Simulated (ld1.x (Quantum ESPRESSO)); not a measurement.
The numbers below are computed, except where a source is named.
**Pseudopotentials across the periodic table**

Generated with ld1.x 7.5 (TM, RRKJ, ultrasoft, PAW), atompaw 4.2 or ONCVPSP 4.0.1. The cutoff is in Ry: for ld1.x and atompaw files where the sum of valence levels is converged to 10 mRy in a Bessel basis, for ONCV files where the hardest occupied wave has 1 mHa per electron of residual kinetic energy. The error is the largest all-electron minus pseudo excitation energy over each file’s own four to seven test configurations (ionisations up to +4, promotions, holes and added fractions of an electron), all of which were solved. The labels leave out finer settings (local radius, basis sizes, second energies), which also bear on the numbers. Spin-polarised tests are not counted. The rows are a selection from randomly drawn settings: files with unsolved tests, undetermined cutoffs or missed reference levels are left out.

```tsv
element	potential	cutoff (Ry)	largest error (meV)	bound ghosts
O	TM, PBE, scalar-relativistic, rc 0.80/1.85/2.00 (spd), local p, core correction yes, reference 2s2 2p4	80	+4671	none
Nb	TM semilocal, PBE, scalar-relativistic, rc 2.20/4.20/2.00 (spd), local d, core correction yes, reference 4d4 5s1 5p0	35	-499	none
Mo	TM, LDA (PZ), scalar-relativistic, rc 2.48/3.26/1.76 (spd), local s, core correction yes, reference 4d5 5s0 5p0	40	-1904	none
I	TM, PBEsol, scalar-relativistic, rc 1.75/2.00/0.80 (spd), local smoothed, core correction yes, reference 4d10 5s2 5p5	230	+115	none
Pt	PAW, LDA (PZ), scalar-relativistic, rc 1.30/2.20/1.20 (spd), local smoothed, core correction yes, reference 5s2 5p6 5d9 6s1 6p0	70	-164	none
```

Question: Fill in the row for Br: TM semilocal, LDA (PZ), scalar-relativistic, rc 1.10/1.65/1.75 (spd), local p, core correction no, reference 4s2 4p4.

Answer: cutoff 110 Ry, largest error +54 meV, bound ghosts: none.
